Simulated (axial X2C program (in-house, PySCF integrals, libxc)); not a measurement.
## Estimating the spin–orbit splitting of the π levels of InO⁻

All values were computed with an axial X2C code built on PySCF integrals. Spin-free means the one-electron spin-free X2C Hamiltonian; two-component (2c) means X2C with spin–orbit coupling and atomic mean-field two-electron Coulomb and Gaunt terms, so the difference of the two also holds small scalar two-electron terms. Basis: In dyall-acv3z [12s13p10d5f1g], O dyall-av3z [7s6p3d2f] (cores contracted in-house); Gaussian nuclei, density fitting, unrestricted open shells. Masses: In 114.904 u, O 15.995 u.

Hartree–Fock at 1.918 Å, closed shell. Valence p splittings ε(p3/2) − ε(p1/2) of spherical Dirac–Hartree–Fock atoms with fractionally filled p shells: O 2p 0.038 eV.

```json
{"filled π level (eV), spin-free": "-4.03", "O p share": "0.84", "In p share": "0.09"}
```

**Question.** In first order a p shell splits by 3ζ/2 and a π orbital by ζ. Estimate the splitting of each π level from the shares.

**Answer.** level -4.03 eV: (2/3) × (0.84 × 0.038) = 0.02 eV.

The two-component Hartree–Fock calculation gives:

| ε(ω = 1/2) (eV) | σ share of it | ε(ω = 3/2) (eV) | splitting (eV) | estimate (eV) |
| --- | --- | --- | --- | --- |
| -4.000 | 0.00 | -4.064 | -0.06 | 0.02 |

The estimate leaves out the mixing of π1/2 with σ1/2 levels, which pushes the ω = 1/2 spinor up or down, the d and f parts of the orbital, small shares of the strongly split outer-core p shell of a metal, the Gaunt term (absent from the atomic values), and the change of the atomic p orbitals with charge; Löwdin shares depend on the basis.
